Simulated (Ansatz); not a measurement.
Geometry optimisation, Ansatz 0.2.0, RKS LDA/6-31G.

The input (input.yaml):

```yaml
crystal:
  periodic: [false, false, false]
  atoms:
    - { symbol: B, position_ang: [0.5952, -2.2732, 0.0942] }
    - { symbol: C, position_ang: [0.832, -0.7406, 0.5483] }
    - { symbol: B, position_ang: [-0.0037, 0.3002, -0.3741] }
    - { symbol: "N", position_ang: [0.457, 0.4794, -1.8366] }
    - { symbol: C, position_ang: [-1.1436, 1.1642, 0.2477] }
    - { symbol: S, position_ang: [-0.4771, 2.3174, 1.519] }
    - { symbol: H, position_ang: [-0.5251, -2.6595, 0.1279] }
    - { symbol: H, position_ang: [1.4696, -2.8932, -0.3096] }
    - { symbol: H, position_ang: [1.926, -0.5078, 0.5148] }
    - { symbol: H, position_ang: [0.5269, -0.6333, 1.6329] }
    - { symbol: H, position_ang: [0.93342, 1.30696, -1.93147] }
    - { symbol: H, position_ang: [-0.4291, 0.47941, -2.39126] }
    - { symbol: H, position_ang: [-1.6835, 1.7924, -0.5501] }
    - { symbol: H, position_ang: [-1.9231, 0.5112, 0.7466] }
    - { symbol: H, position_ang: [-1.7478, 2.824, 1.8081] }
basis:
  gaussian: { orbitals: "6-31G" }
hamiltonian:
  xc: lda
relax:
  f_tol: 0.015
  max_steps: 40
output:
  orbitals: {}
```

Run as:

```bash
$ ansatz run input.yaml --threads 1 --pin off --max-ram 2048MiB --backend cpu --events-out ev --progress --plain --runs-dir out
```

Where does it end, and by what steps?

The forces met the threshold. Limits of this set-up: no polarisation functions. After 19 steps the energy has fallen by 2.118 eV; H11 moved furthest, 1.55 Å.

| step | energy less start (eV) | largest force component (eV/Å) | accepted |
| --- | --- | --- | --- |
| 0 | 0.0000 | 3.610 | yes |
| 1 | -0.6742 | 1.300 | yes |
| 2 | -0.9936 | 1.920 | yes |
| 3 | -1.3346 | 1.863 | yes |
| 4 | -1.6521 | 1.212 | yes |
| 5 | -1.8460 | 1.157 | yes |
| 6 | -2.0064 | 0.614 | yes |
| 7 | -2.0651 | 0.323 | yes |
| 8 | -2.0841 | 0.231 | yes |
| 9 | -2.0965 | 0.160 | yes |
| 10 | -2.1003 | 0.208 | yes |
| 11 | -2.1056 | 0.108 | yes |
| 12 | -2.1111 | 0.110 | yes |
| 13 | -2.1147 | 0.071 | yes |
| 14 | -2.1160 | 0.044 | yes |
| 15 | -2.1167 | 0.039 | yes |
| 16 | -2.1173 | 0.036 | yes |
| 17 | -2.1176 | 0.039 | yes |
| 18 | -2.1177 | 0.031 | yes |
| 19 | -2.1178 | 0.011 | yes |

```xyz
15
Properties=species:S:1:pos:R:3
B 0.542 -1.850 0.014
C 0.993 -0.540 0.667
B 0.082 0.333 -0.307
N 0.342 0.315 -1.684
C -1.188 1.095 0.219
S -0.700 2.118 1.727
H -0.530 -2.353 0.277
H 1.197 -2.361 -0.872
H 2.062 -0.294 0.537
H 0.657 -0.351 1.702
H 1.112 -0.223 -2.089
H -0.211 0.850 -2.357
H -1.635 1.758 -0.545
H -1.945 0.351 0.538
H -1.969 2.618 2.020
```

Whether the end is a true minimum wasn't checked by a vibrational analysis.

The run took 88 s on 1 thread of Arm Neoverse V1, with other jobs on the host, peak memory 0.15 GiB.
